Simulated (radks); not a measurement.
Species: Hg3+. Configuration: [Xe] 4f14 5d8 6s1 (not the ground configuration).

Calculated with a radial shooting solver on a logarithmic mesh with Libxc functionals: Dirac Kohn-Sham, LDA (Slater exchange, Perdew-Wang correlation), spin-unpolarised, spherical densities, finite nucleus; open shells fill j = l - 1/2 first; Fermi nuclear charge, rms radius 5.4648 fm.

Energy parts (Ry):
total: -39287.7753
kinetic: 45279.8668
electron-nucleus: -98891.7079
Hartree: 15046.9283
exchange-correlation: -722.8626

Orbitals (lengths in bohr, moments of r in powers of bohr; r(max) is where P^2 peaks; r(90%) holds 90 % of the orbital's charge):
\begin{tabular}{lrrrr}
orbital & occ. & eigenvalue (Ry) & r(90%) & r(max) \\ \hline
1s1/2 & 2 & -6098.104 & 0.0304 & 0.01023 \\
2s1/2 & 2 & -1082.450 & 0.109 & 0.05941 \\
2p1/2 & 2 & -1039.356 & 0.0951 & 0.04362 \\
2p3/2 & 4 & -896.3656 & 0.107 & 0.05112 \\
3s1/2 & 2 & -258.9914 & 0.265 & 0.1672 \\
3p1/2 & 2 & -239.4478 & 0.257 & 0.1558 \\
3p3/2 & 4 & -207.7823 & 0.279 & 0.1711 \\
3d3/2 & 4 & -175.1632 & 0.252 & 0.1330 \\
3d5/2 & 6 & -168.3716 & 0.259 & 0.1371 \\
4s1/2 & 2 & -59.10320 & 0.573 & 0.3764 \\
4p1/2 & 2 & -50.71002 & 0.583 & 0.3742 \\
4p3/2 & 4 & -43.04450 & 0.632 & 0.4055 \\
4d3/2 & 4 & -29.26173 & 0.661 & 0.3976 \\
4d5/2 & 6 & -27.83209 & 0.677 & 0.4072 \\
4f5/2 & 6 & -10.07129 & 0.766 & 0.3636 \\
4f7/2 & 8 & -9.76245 & 0.777 & 0.3682 \\
5s1/2 & 2 & -11.48771 & 1.28 & 0.8269 \\
5p1/2 & 2 & -8.68683 & 1.39 & 0.8701 \\
5p3/2 & 4 & -7.30283 & 1.53 & 0.9483 \\
5d3/2 & 4 & -3.45226 & 2.01 & 1.119 \\
5d5/2 & 4 & -3.29246 & 2.08 & 1.153 \\
6s1/2 & 1 & -2.65360 & 3.11 & 1.973 \\
\end{tabular}

The highest occupied level is 6s1/2 at -36.104 eV. The electron density at the nucleus is 2.314e+06 e/bohr^3. The density falls to 0.001 e/bohr^3 at r = 3.47 bohr. Summed over all electrons, <r^2> = 39.84 bohr^2, which gives a Langevin (diamagnetic) susceptibility term of -31.6 x 10^-6 cm^3/mol.
